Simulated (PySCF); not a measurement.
## TeSe: one state, many levels of theory

State: ³Σ⁻ (triplet), unpaired electrons π ↑↑. Set-up: PySCF, spin-free X2C with a Gaussian nucleus, basis sets Te x2c-TZVPPall, Se x2c-TZVPPall. De refers to Te + Se in their high-spin ground configurations, without counterpoise correction. The functionals are run spin-unrestricted. A positive dipole means Te(−)Se(+). Levels whose curve was spin-contaminated or gave no clean fit are not listed.

```
      Level  Re (Å)  ωe (cm⁻¹)  De (eV)  μ (D)
        UHF   2.326        361     1.13  -1.24
   UHF-CCSD   2.351        332     2.73    n/a
UHF-CCSD(T)   2.366        319     3.01    n/a
        PBE   2.385        308     3.76  -0.90
     revPBE   2.393        305     3.49  -0.91
       PW91   2.385        307     3.79  -0.90
     r²SCAN   2.363        322     3.51  -0.94
       PBE0   2.351        331     3.37  -0.95
       MN15   2.338        333     3.05  -1.06
  BHandHLYP   2.345        338     2.84  -1.03
    ωB97X-V   2.328        351     3.20  -1.01
```

Which functional lies closest to UHF-CCSD(T) in De, which farthest, and by how much do they differ from it?

Closest is MN15 (-2.8 pm in Re, +4.4 % in ωe, +0.04 eV in De against UHF-CCSD(T) in the same basis), farthest PW91 (+1.9 pm in Re, -3.8 % in ωe, +0.78 eV in De). CCSD(T) converges more slowly with the basis than the functionals do and binds too weakly in this one, so the order can change at the basis-set limit.

What does a quarter of exact exchange do here, going from PBE to PBE0?

PBE0 less PBE: -3.4 pm in Re, +7.5 % in ωe, -0.39 eV in De. Exact exchange removes part of the self-interaction that spreads semilocal densities, and in most molecules shortens and stiffens the bond and lowers De; so it does here.

What does the step from GGA to meta-GGA do here, going from PBE to r²SCAN?

r²SCAN less PBE: -2.2 pm in Re, +4.5 % in ωe, -0.25 eV in De. 

Correlated steps freeze 27 core orbitals. These are scalar-relativistic numbers at best; spin–orbit coupling would shift them, the dissociation energy most. The state was picked by a PBE0 search and need not be the measured ground state.

The whole job (state search and all levels along the bond) took about 29 min on 2 threads of Arm Neoverse V2 (shared host), peak memory 3.9 GiB.
